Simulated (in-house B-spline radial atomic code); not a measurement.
## RPA and G0W0 on HSE06: the strontium ion Sr³¹⁺

Configuration [He] 2s2 2p3, highest spin, mean-field start HSE06. Computed with a B-spline radial code for spherical atoms: all electrons, non-relativistic, point nucleus, each spin shell either full or empty, empty states to l = 9 with an (l + 1/2)⁻⁴ tail; G0W0 by contour deformation at full frequency.

Without relativity these are model numbers: it shifts the levels of so heavy an element strongly and can reorder them.

Command:
```bash
python run_gw.py task.json out
```
Settings (radii: box in bohr, nucleus in fm):
```
Z                        38
electrons                7
configuration            [He] 2s2 2p3
hamiltonian              nr
method                   hse06
lmax                     9
spin_polarised           True
box_radius               2.97
intervals                46
```

Time taken, with all properties: 0.5 s on 1 thread of AMD EPYC 9R45 96-Core Processor (Zen 5), on a shared host.

Energies (hartree):

| term | value |
| --- | --- |
| mean-field total | -2185.95806 |
| Hartree-Fock functional on these orbitals | -2186.06583 |
| direct second order | -0.51594 |
| second-order exchange | 0.29019 |
| SOSEX correction | 0.26404 |

Problem. What is the RPA correlation energy, and what remains with SOSEX?

Solution. RPA gives -0.4781 hartree (-1.86 eV per electron); RPA + SOSEX gives -0.21405, and the second-order doubles -0.22575 hartree (no singles). SOSEX takes back 55 % of the RPA value.

Quasi-particle levels (eV):

```tsv
level	occupied	mean field	Σx - vxc	Σc	QP weight	G0W0
2p up	yes	-3775.42	-61.22	?	?	?
2s down	yes	-3849.88	-38.28	-7.10	0.986	-3895.27
1s down	yes	-17733.38	-186.51	12.84	0.995	-17907.05
2p down	no	-3687.61	56.45	-3.30	0.994	-3634.46
```

G0W0 = mean field + (Σx - vxc) + Σc, with Σc (partial-wave tail included) taken at the quasi-particle energy. Levels of low weight are left out.

Problem. Where does G0W0 put 2p up?

Solution. At -3833.35 eV, with Σc = 3.29 eV and a quasi-particle weight of 0.989. The tabulated removal energy is 3830 ± 30 eV (NIST, semi-empirical); the calculation leaves out relativity, Breit and QED terms, and what these don't explain is the method's own error.
